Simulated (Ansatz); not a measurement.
Several settings on one geometry of NbSeF₃ (that of the charge 0 singlet, r2SCAN-D4/def2-SVP). Ansatz on 4 threads of Arm Neoverse V2 on a shared host; times are rough.

```xyz
5

Nb    0.000    0.001   -0.107
Se    0.010   -0.016    2.169
F     1.757    0.010   -0.696
F    -0.887    1.528   -0.672
F    -0.880   -1.522   -0.695
```

Totals from different functionals, basis sets or treatments of relativity can't be compared as stabilities.

DK, ANO-RCC and x2c sets are all-electron and run with scalar relativity unless a key says otherwise. In the def2 sets Nb takes a core potential; there is no spin–orbit coupling. Correlated methods freeze 12 core orbitals; core or outer-core shells of Nb, Se are correlated, in sets that lack core-valence functions.

The spins typed aren't always the lowest for that charge.

(1) Give the basis size and estimate the energy, ⟨S²⟩ and time of these runs.

```json
{"run": "1", "method": "RKS PBE-QIDH/def2-SVPD", "charge": "0", "state": "singlet", "further keys": "scf: {omitted_lower_state_checks: [starts]}"}
{"run": "2", "method": "RKS B97/def2-mTZVP", "charge": "0", "state": "singlet", "further keys": "final_grid: {core_spheres: 20, valence_spheres: 16, degree: 47}; point_charges: [{charge: -1.00, position_ang: [6.183, 0.662, -0.191]}]; scf: {omitted_lower_state_checks: [starts]}; forces asked"}
{"run": "3", "method": "UKS BHLYP/ANO-RCC-VTZP", "charge": "1", "state": "doublet", "further keys": "nuclear_model: gaussian; scf: {lower_state_search: off}; forces asked"}
```

Results:

(1) 
| run | functions | energy (Eh) | ⟨S²⟩ | wall time |
| --- | --- | --- | --- | --- |
| 1 | 144 | -2756.6988 | – | 4.4 s |
| 2 | 126 | -2758.2162 | – | 3.8 s |
| 3 | 201 | -6548.9250 | 0.76 | 1.8 min |
